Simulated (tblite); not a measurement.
C6H8O2S.
Cartesian coordinates in Å at the GFN2-xTB level; atoms count from 1:
```xyz
17
C6H8O2S angstrom
C      1.8922    2.1686    0.5132
C      1.7267    0.9853    0.5839
C      1.5075   -0.4488    0.6381
C      1.1032   -0.9475   -0.7163
C     -0.1420   -1.1909   -1.0792
S     -1.5587   -0.9577   -0.0007
C     -1.7857    0.8439    0.0100
O     -2.6940   -1.5559   -0.6456
O     -1.2511   -1.3879    1.3398
H      2.0530    3.2045    0.4785
H      2.4380   -0.9311    0.9494
H      0.7254   -0.6719    1.3669
H      1.9091   -1.0804   -1.4298
H     -0.4293   -1.5420   -2.0544
H     -0.8582    1.3085    0.3217
H     -2.5827    1.0712    0.7069
H     -2.0602    1.1440   -0.9925
```

All values are computed: GFN2-xTB (tblite) harmonic vibrations without scaling, gas phase. This tight-binding method is rough: wavenumbers can miss measured ones by several per cent, in bad cases by 10 to 20. One conformer, not necessarily the lowest.

Harmonic wavenumbers (cm⁻¹): 53.5, 61.8, 114.2, 128.0, 191.1, 206.0, 256.0, 297.4, 315.5, 329.6, 401.4, 439.1, 497.8, 543.7, 641.7, 659.0, 667.0, 733.4, 764.3, 854.0, 867.3, 915.1, 942.3, 982.6, 1030.5, 1109.1, 1118.8, 1191.5, 1248.3, 1258.6, 1274.1, 1299.6, 1422.7, 1430.3, 1432.5, 1690.4, 2291.5, 2962.8, 2991.5, 3027.4, 3059.3, 3079.7, 3088.4, 3118.2, 3398.3.

A = 2654, B = 941.6, C = 856.2 MHz; mass 144.025 u (most abundant isotopes); point group C1, symmetry number 1.

**Question.** What is the zero-point energy?

**Answer.** Half the sum of the wavenumbers: 27193 cm⁻¹ = 325.30 kJ/mol.

**Question.** Give the ideal-gas entropy at 273.15 K and 1 bar in the rigid-rotor, harmonic-oscillator model (classical rotation).

**Answer.** Translation 169.02, rotation 121.91, vibration 118.22: S = 409.1 J/(mol K).

**Question.** And Cp and H(273.15 K) − H(0)?

**Answer.** Cp = 157.93 J/(mol K), of which vibrations give 124.67 (their classical limit is 45 R = 374.2); H(273.15 K) − H(0) = 26.47 kJ/mol without the zero-point energy, 17.39 from vibrations.

**Question.** Which modes carry the vibrational entropy at 273.15 K?

**Answer.** 53.5 cm⁻¹: 18.87; 61.8 cm⁻¹: 17.68; 114.2 cm⁻¹: 12.66; 128.0 cm⁻¹: 11.75; 191.1 cm⁻¹: 8.60; 206.0 cm⁻¹: 8.03 J/(mol K); the other 39 give 40.62 together.

**Question.** What must be added to the electronic energy to get the Gibbs energy at 273.15 K and 1 bar?

**Answer.** ZPE + [H(273.15 K) − H(0)] − T·S = 325.30 + 26.47 − 111.76 = 240.01 kJ/mol.

Hindered rotation and anharmonicity are outside this model. Other conformers, if any are populated, would add a mixing term that is left out. The structure is chiral; the term R ln 2 for an equal mix with its mirror image is left out.
